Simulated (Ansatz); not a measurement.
Program: Ansatz. Geometries: PBE0-D4/def2-TZVP. ΔE: electronic, gas phase. CCSD(T)/CBS is the MP2 limit (def2-TZVPP, def2-QZVPP) plus CCSD(T) − MP2 in def2-TZVPP, frozen cores. This one scheme is used for every species. Functionals use def2-TZVPP. B3LYP here is the variant with VWN-RPA as its local correlation; programs differ in this. HSE06 is defined as in plane-wave codes. For Br outer-core shells are correlated without core-valence functions, which leaves a few kJ/mol of doubt a bond. Scalar relativity is left out up to krypton.

Reaction (formal exchange of groups at the Si–Cl bond): `F[Si](F)(Cl)Br` + SiH₄ → `F[Si](F)([SiH3])Br` + HCl

Problem. Is it downhill or uphill in electronic energy at CCSD(T)/CBS, and by how much? (Estimate.)

Solution. Ansatz gave: Uphill: ΔE = +96.5 kJ/mol.

Problem. What do these levels give: PBE-D4, B97M-V, B3LYP-D4, r2SCAN0-D4, PBE, B3LYP, HSE06, BHLYP, CAM-B3LYP, HF/def2-QZVPP, MP2/def2-QZVPP, MP2/CBS(def2)? (Estimate.)

Solution. Ansatz gave: PBE-D4 80.7, B97M-V 100.3, B3LYP-D4 92.4, r2SCAN0-D4 99.0, PBE 81.7, B3LYP 93.9, HSE06 88.6, BHLYP 102.0, CAM-B3LYP 97.8, HF/def2-QZVPP 111.5, MP2/def2-QZVPP 106.1, MP2/CBS(def2) 105.9 kJ/mol.

Problem. What do rigid-rotor, harmonic-oscillator terms from PBE0-D4/def2-TZVP frequencies (298.15 K, 1 bar) make of the CCSD(T)/CBS value? (An estimate is asked.)

Solution. Computed: ΔZPE = -2.8 kJ/mol, ΔH = +96.5 kJ/mol, ΔS = 16 J/(mol·K), ΔG = +91.8 kJ/mol.

Largest T1 diagnostic among the species: 0.011.

Leaving LDA and LC-ωPBE aside and taking each functional with its dispersion term where it has one, the values, not all of them listed here, spread over 21.0 kJ/mol, from PBE-D4 to ωB97M-V. In def2-TZVPP, CCSD(T) changes the Hartree–Fock value by −14.4 kJ/mol (the triples alone add −1.2 kJ/mol) and MP2 by −5.0 kJ/mol.
